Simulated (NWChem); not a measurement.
# GeSiH$_{6}$O$_{2}$; SMILES O[SiH](O)[GeH3]

```xyz
10

Si     0.1348     0.9372    -0.2933
O     -1.3762     1.5339     0.1465
O      1.3843     1.4527     0.7095
Ge     0.0001    -1.4133     0.0226
H      0.4375     1.3639    -1.7137
H     -1.5842     2.4347    -0.1575
H      1.7499     2.3338     0.5168
H     -0.3113    -1.7467     1.5047
H     -1.1206    -2.0255    -0.8599
H      1.3392    -2.0989    -0.3596
```
Atoms are numbered in this order, from 1.

Level: PBE-D3(BJ)/def2-SVP (NWChem), optimised geometry, unscaled harmonic frequencies. 

| frequency (cm⁻¹) | IR intensity (km/mol) |
|---|---|
| 62 | 25.7 |
| 85 | 0.6 |
| 153 | 24.5 |
| 170 | 11.8 |
| 259 | 59.1 |
| 314 | 101.6 |
| 357 | 1.8 |
| 462 | 28.0 |
| 463 | 36.2 |
| 685 | 207.8 |
| 739 | 228.9 |
| 761 | 130.0 |
| 783 | 81.5 |
| 833 | 23.0 |
| 851 | 16.0 |
| 857 | 35.9 |
| 903 | 113.0 |
| 930 | 118.9 |
| 2071 | 71.0 |
| 2083 | 111.3 |
| 2087 | 51.4 |
| 2105 | 216.4 |
| 3754 | 33.7 |
| 3755 | 88.0 |

- zero-point energy = 36.5 kcal/mol
- thermal correction to the enthalpy at 298.15 K (with zero-point energy) = 42.1 kcal/mol
- heat capacity Cv = 27.0 cal/(mol K)
- entropy at 298.15 K and 1 atm (symmetry number 1) = 88.8 cal/(mol K)
- dipole moment = 2.91 D

Rigid rotor and harmonic oscillator; modes under 100 cm⁻¹ make the entropy uncertain.
